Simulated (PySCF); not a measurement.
# Telling isomers of C5H12O2Si2 apart by NMR

Averaged over atoms made equivalent by symmetry, fast rotation or ring inversion, isolated molecule, one conformer, relativity neglected. GFN2-xTB geometry; NMR shieldings at PBE0/pcSseg-1/GIAO; PySCF.

δ = σ(ref) − σ, references computed at the same level: 1H (σref 31.72), 13C (σref 186.93) vs TMS. Where no couplings were computed, multiplicities follow the n + 1 count of equivalent neighbours, and m marks all less simple cases (inequivalent or close neighbours, rings, F or P nearby). Shifts are as computed. Against solution values, carbons near 30 ppm lie about +3 ppm off and those near 130 ppm about +5 ppm. Of 1309 compounds with measured shifts, 239 miss one by over three times the rms of a fit or turn the order of signals round; such compounds aren't used in these exercises. OH and NH positions are gas-phase values without hydrogen bonding to other molecules.

(1) Tabulate the signals of `C[SiH](C)/C=C/C(=O)O[SiH3]`, `CC(C)=C([SiH3])[SiH2]OC=O`, `C=C(C)[Si@@H]1C[C@@H]1[SiH](O)O` and their relative energies.

(2) What is the quickest way to tell C[SiH](C)/C=C/C(=O)O[SiH3] from C=C(C)[Si@@H]1C[C@@H]1[SiH](O)O?

(3) What is the quickest way to tell C[SiH](C)/C=C/C(=O)O[SiH3] from CC(C)=C([SiH3])[SiH2]OC=O?

(4) What is the quickest way to tell CC(C)=C([SiH3])[SiH2]OC=O from C=C(C)[Si@@H]1C[C@@H]1[SiH](O)O?

## Answers

(1) 
```json
{"SMILES": "C[SiH](C)/C=C/C(=O)O[SiH3]", "carbon types": "1×C 2×CH 2×CH3", "δC": "171.5, 163.0, 142.4, -2.6", "δH": "8.01 (m, 1H), 6.57 (d, 1H), 4.84 (s, 3H), 4.63 (m, 1H), 0.26 (d, 6H)", "E rel. (kcal/mol)": "0.0"}
{"SMILES": "CC(C)=C([SiH3])[SiH2]OC=O", "carbon types": "2×C 1×CH 2×CH3", "δC": "177.1, 165.4, 125.2, 33.0, 26.4", "δH": "8.09 (s, 1H), 5.40 (s, 2H), 4.32 (s, 3H), 2.26 (s, 3H), 2.07 (s, 3H)", "E rel. (kcal/mol)": "15.9"}
{"SMILES": "C=C(C)[Si@@H]1C[C@@H]1[SiH](O)O", "carbon types": "1×C 1×CH 2×CH2 1×CH3", "δC": "149.9, 138.7, 26.5, 4.2, -4.0", "δH": "6.32 (br s, 1H), 5.94 (br s, 1H), 5.55 (d, 1H), 3.61 (m, 1H), 2.28 (s, 3H), 1.55 (br s, 1H), 1.25 (br s, 1H), 0.77 (m, 1H), 0.76 (m, 1H), -0.40 (m, 1H)", "E rel. (kcal/mol)": "0.4"}
```

Energies are electronic energies at PBE0/pcSseg-1 on these geometries, without zero-point or thermal terms, each for the one conformer computed, which needn't be the lowest.

(2) Count the carbon signals: 4 against 5. The first has a β carbon of a C=C–C=O unit (CH) at 163.0 ppm, the second a terminal =CH2 carbon at 138.7 ppm. Their most deshielded carbons lie at 171.5 and 149.9 ppm. In the proton spectra the most deshielded non-exchanging signals are 8.01 (m, 1H) and 6.32 (br s, 1H).

(3) Count the carbon signals: 4 against 5. The first has a methyl carbon bonded to Si (CH3) at -2.6 ppm, the second a fully substituted alkene carbon (C) at 125.2 ppm. Their most deshielded carbons lie at 171.5 and 177.1 ppm.

(4) Both give the same number of carbon signals, but DEPT or the intensities differ. The first has a carbonyl carbon (CH) at 165.4 ppm, the second a terminal =CH2 carbon at 138.7 ppm. Their most deshielded carbons lie at 177.1 and 149.9 ppm. In the proton spectra the most deshielded non-exchanging signals are 8.09 (s, 1H) and 6.32 (br s, 1H).
